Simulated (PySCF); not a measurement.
Identify the unknown among the candidates.

All candidates are C5H3FOS.

* Triplet: lowest triplet excitation (Tamm–Dancoff): 3.07 eV [TDA B3LYP/def2-SVPD]
* Polarisability: 81.7 au [B3LYP/def2-SVPD]
* Dipole: 5.11 D [B3LYP/def2-SVPD]
* UV, first state: lowest singlet excitation: 3.74 eV (331 nm, f = 0.000) [TDDFT B3LYP/def2-SVPD]
* Rotational structure: rotational constants A, B, C: 3.000, 1.616, 1.050 GHz [GFN2-xTB]
* 13C NMR: chemical shifts (computed TMS as zero) by class: 173.1 (1 C), 167.2 (1 C), 142.3 (1 C), 141.4 (1 C), 123.1 (1 C) ppm [GIAO PBE0/pcSseg-1]

Electronic properties: PySCF, gas phase, density fitting. Levels stand in brackets. Geometry: GFN2-xTB; no solvent, vibrations or thermal averaging. NMR values are class means; diastereotopic atoms form classes of their own.

Question: Which candidate is it?
A. `O=C(F)c1ccsc1`
B. `O=c1ccscc1F`
C. `O=C(F)c1cccs1`

Answer: B. It is `O=c1ccscc1F`. Numbering: `[O:1]=[c:2]1[cH:3][cH:4][s:5][cH:6][c:7]1[F:8]`. Its formula, C5H3FOS, gives 4 degrees of unsaturation: 1 ring and 3 π bonds in the structure found (Kekulé form). 5 carbons fall into 5 classes; from least to most shielded: ring carbonyl carbon [C2] (173.1 ppm), unsaturated ring carbon [C7] (167.2 ppm), unsaturated ring CH carbon [C3] (142.3 ppm), unsaturated ring CH carbon [C4] (141.4 ppm), unsaturated ring CH carbon [C6] (123.1 ppm). S1 is mainly HOMO−1→LUMO (weight 0.99); the largest Löwdin shares of the orbital it empties are 0.69 on the carbonyl oxygen, 0.12 on the ring carbonyl carbon, 0.07 on an unsaturated ring CH carbon and 0.07 on the unsaturated ring carbon, of the orbital it fills 0.21 on the carbonyl oxygen, 0.18 on the ring carbonyl carbon, 0.16 on an unsaturated ring CH carbon and 0.16 on the ring sulfur. The optimised geometry has point group Cs and is an asymmetric top.

The others, at the same levels:
- `O=C(F)c1ccsc1` fails: its computed 13C shifts are 160.3 (1 C), 147.8 (1 C), 135.8 (1 C), 135.1 (1 C), 133.3 (1 C) ppm, rotational constant A is 4.425 GHz (against 3.000 GHz) and smallest rotational constant is 0.923 GHz (against 1.050 GHz).
- `O=C(F)c1cccs1` fails: its computed 13C shifts are 159.9 (1 C), 147.8 (1 C), 143.8 (1 C), 137.9 (1 C), 132.5 (1 C) ppm and rotational constant A is 3.689 GHz (against 3.000 GHz).

Each candidate is one conformer, not necessarily the lowest. Dipoles, sizes and rotational constants follow the conformer. The torsions of the flexible species, by atom-mapped SMILES:
- `[O:1]=[C:2]([F:3])[c:4]1[cH:5][cH:6][s:7][cH:8]1`: O1–C2–C4–C5 0°
- `[O:1]=[C:2]([F:3])[c:4]1[cH:5][cH:6][cH:7][s:8]1`: O1–C2–C4–C5 180°
